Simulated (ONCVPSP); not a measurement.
**Zn: one change to an ONCV potential, before and after**

| Property | Result |
| --- | --- |
| Element | zinc |
| Generator | ONCVPSP 4.0.1 |
| Type | optimised norm-conserving Vanderbilt (ONCV) |
| Functional | PBE |
| Relativity | scalar-relativistic |
| Frozen core | [Ar] 3d10 |
| Valence charge | 2 |
| Reference configuration | 4s1.5 4p0.5 |
| Partial waves | 4s: rc 2.05 bohr, ncon 3, nbas 7, qcut 4.1 1/bohr, local; 4p: rc 2.20 bohr, ncon 4, nbas 9, qcut 3.9 1/bohr, 3 projectors, debl 1.9 Ha; d scattering state at 0.21 Ha: rc 2.20 bohr, ncon 3, nbas 7, qcut 3.8 1/bohr, 2 projectors, debl 1.2 Ha |
| Local potential | the s channel |
| Core correction | Teter function, fcfact 2.5, rcfact 1.35 |

All-electron outer shells of the reference configuration (PBE, scalar-relativistic, ld1.x):

```
shell  level (eV)  outermost node (bohr)  outermost maximum (bohr)
   3p      -84.60                   0.25                      0.59
   3d      -11.31                      –                      0.57
   4s       -6.75                   0.85                      2.06
   4p       -1.66                   0.92                      2.96
```

Change: d: debl 0.2.

Cutoffs: the cutoffs (Ha) at which the residual kinetic energy of the hardest occupied pseudo-wave falls to 1 and 0.1 mHa per electron; they do not see the model core or the augmentation charge, which bear on the density cutoff. Errors are all-electron minus pseudo energies relative to the spin-unpolarised reference configuration.

What does the change do?

The potential gets neither clearly harder nor softer (6.0 Ha and 7.6 Ha → 6.0 Ha and 7.6 Ha); a bound ghost appears in d, which as a rule spoils a file; the lowest positive-energy flag moves from d at 13.4 eV to p at 127.9 eV; the errors of the 4 common tests hardly move; the range in which the d phases agree widens (upper end 0.3 → 1.6).

```tsv
quantity	base	changed
cutoff, loose	6.0 Ha	6.0 Ha
cutoff, tight	7.6 Ha	7.6 Ha
bound ghosts	none	d
GHOST(+) flags under 300 eV	d at 13.4 eV, p at 127.9 eV	p at 127.9 eV
error for 4s2 4p0, meV [ΔE -2.49 eV]	-3.2	-3.2
error for 4s1 4p0, meV [ΔE 7.40 eV]	-20	-20
error for 4s1.5 4p0, meV [ΔE 1.45 eV]	+2.2	+2.2
error for 4s1 4p1, meV [ΔE 2.60 eV]	-1.8	-1.8
s: phases at 2.08 bohr within 0.05 rad from the reference energy up to (Ha; the scan ends near 5)	2.0	2.0
p: phases at 2.23 bohr within 0.05 rad from the reference energy up to (Ha; the scan ends near 5)	4.6	4.6
d: phases at 2.23 bohr within 0.05 rad from the reference energy up to (Ha; the scan ends near 5)	0.3	1.6
rms error of d²Exc/dni dnj with the model core, mHa	4.55	4.55
```

Base: The cutoffs count occupied waves only; projector 2 of the d channel, the hardest unoccupied one, needs 73 Ha at the loose tolerance. Changed file: The cutoffs count occupied waves only; projector 3 of the p channel, the hardest unoccupied one, needs 31 Ha at the loose tolerance. A true bound ghost makes a file unfit for plane-wave use even where its test errors are small: the radial tests pick states by their node count and pass the ghost by.
